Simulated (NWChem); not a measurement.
Molecule: BI3; SMILES IB(I)I

Program: NWChem. Medium grid unless said otherwise, to which SCAN and Minnesota functionals are sensitive. Geometry: optimised at PBE0/def2-SVP. def2 effective core potentials on I; no spin-orbit coupling. Hybrids' shares of exact exchange are those that their runs print; pure functionals count as 0. The functionals differ in more than this share.

```csv
row,share of exact exchange,highest occupied level (eV)
"LDA (Slater exchange, VWN5)/def2-TZVPD",0.00,-6.44
PBE/def2-TZVPD,0.00,-6.28
B3LYP/def2-TZVPD,0.20,-7.14
PBE0/def2-TZVPD,0.25,-7.40
M06-2X/def2-TZVPD,0.54,-8.56
Hartree-Fock/def2-TZVPD,1.00,withheld
```

Question: Fit a straight line of the last column on the one before it, predict the withheld value, and compare with the run.

Answer: 
1. Means of the 5 shown rows: x = 0.198, y = -7.164. Slope Σ(x − x̄)(y − ȳ)/Σ(x − x̄)² = -0.8080/0.1981 = -4.079; intercept -6.356.
2. The shown rows scatter about the line by 0.054 (root mean square); the largest residual is -0.08, at LDA (Slater exchange, VWN5)/def2-TZVPD.
3. At x = 1.00 (Hartree-Fock/def2-TZVPD; beyond the shown range) the line gives -10.43.
4. The run gives -9.86, +0.57 from the line, 10.6 times the scatter.
